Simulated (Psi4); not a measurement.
CS (SMILES [C-]#[S+]), singlet, geometry from GFN2-xTB, with bond 1-2 at 1.6 times its length. Base run: TPSS/STO-3G in Psi4.

Geometry (Å):
```xyz
2

C      0.0000     0.0000    -2.0191
S      0.0000     0.0000     0.4149
```
All else is at Psi4's defaults (density fitting).
Base energy -431.12360 Eh.

The base run was repeated with changes; each row names its change, and settings that it needs were set with it.

| change | ΔE vs base (µEh) | SCF cycles | grid points | basis functions |
|---|---|---|---|---|
| base | 0.0 | 14 | 39969 | 14 |
| d_convergence = 1e-4 | 0.0 | 12 | 39969 | 14 |
| scf_type = dfdirj+cosx | 0.0 | 15 | 39969 | 14 |
| dft_spherical_points = 434 | -2.9 | 14 | 57417 | 14 |
| df_basis_scf = cc-pvqz-jkfit | 943 | 14 | 39969 | 14 |
| dft_nuclear_scheme = stratmann | -3.0 | 14 | 38928 | 14 |
| dft_spherical_points = 194 | -8.6 | 14 | 25781 | 14 |
| guess = sadno | 0.0 | 16 | 39969 | 14 |
| guess = core | 0.0 | 13 | 39969 | 14 |
| level_shift = 0.3 | 0.0 | 30 | 39969 | 14 |
| dft_radial_points = 99 | 21.5 | 14 | 52651 | 14 |
| dft_radial_points = 35 | -139 | 14 | 18967 | 14 |
| e_convergence = 1e-8 | 0.0 | 14 | 39969 | 14 |
